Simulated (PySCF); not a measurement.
Metal series MF3, each in one or more spin states. All species are isolated molecules in the gas phase. Multiplicities are imposed; where one is given, others were not computed.

Computed with TPSS-D3(BJ)/def2-TZVP // TPSS-D3(BJ)/def2-SVP (PySCF). All candidates: neutral, multiplicity 2. 

highest occupied spin orbital: -5.41 eV
dipole moment: 0.07 D

Q: Say which member has these values.
A. [Pt(F)3]
B. [Hf(F)3]
C. [Zr(F)3]
D. [Ti(F)3]

A: D, [Ti(F)3]. The others give [Zr(F)3]: -4.91 eV, 0.02 D; [Pt(F)3]: -7.46 eV, 2.59 D; [Hf(F)3]: -5.14 eV, 0.00 D
